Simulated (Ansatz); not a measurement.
Total energies of the cluster Zr2O6H4 from Ansatz at PBE0-D4/def2-TZVP, gas phase (1 Eh = 27.2114 eV = 2625.5 kJ/mol). The reference geometry is relaxed at r2SCAN-D4/def2-SVP.

| atom | x (Å) | y (Å) | z (Å) |
| --- | --- | --- | --- |
| Zr1 | 0.842 | -1.936 | 0.644 |
| Zr2 | -0.561 | 0.882 | -0.206 |
| O3 | -0.979 | -0.290 | 1.390 |
| O4 | 1.346 | -0.008 | -0.307 |
| O5 | 1.318 | -3.222 | -0.457 |
| O6 | -0.373 | 2.613 | 0.616 |
| O7 | -1.490 | 1.092 | -1.886 |
| O8 | -1.109 | -1.179 | 0.174 |
| H9 | -0.384 | 3.396 | 1.171 |
| H10 | 2.048 | 0.097 | -0.964 |
| H11 | 1.501 | -2.348 | 2.378 |
| H12 | -2.158 | 0.906 | -2.552 |

```json
{"state": "charge 0 singlet", "geometry": "reference", "energy (Eh)": "-547.85944"}
{"state": "charge 1 doublet", "geometry": "reference", "energy (Eh)": "-547.51790"}
{"state": "free Zr atom (triplet)", "geometry": "–", "energy (Eh)": "-46.88229"}
{"state": "free O atom (triplet)", "geometry": "–", "energy (Eh)": "-75.01860"}
{"state": "free H atom (doublet)", "geometry": "–", "energy (Eh)": "-0.50104"}
```

In the def2 sets Zr takes a core potential; there is no spin–orbit coupling. The structure holds one bond between oxygen atoms, so isomers without such links may lie far lower.

**Question.** Work out the vertical ionisation energy to the doublet.

**Answer.** E(charge 1 doublet) − E(charge 0 singlet) = -547.51790 − (-547.85944) = 0.34154 Eh = 9.29 eV. For comparison, −ε of the highest occupied level is 7.18 eV at this level, 2.11 eV less.

**Question.** What is the binding energy per atom against free atoms?

**Answer.** Atoms: 2 × (-46.88229) + 6 × (-75.01860) + 4 × (-0.50104) = -545.88034 Eh. Binding: -545.88034 − (-547.85944) = 1.97910 Eh = 53.85 eV, or 4.49 eV for each of 12 atoms (no zero-point energy, no counterpoise term).

The structure comes from a short search, and lower isomers may exist.
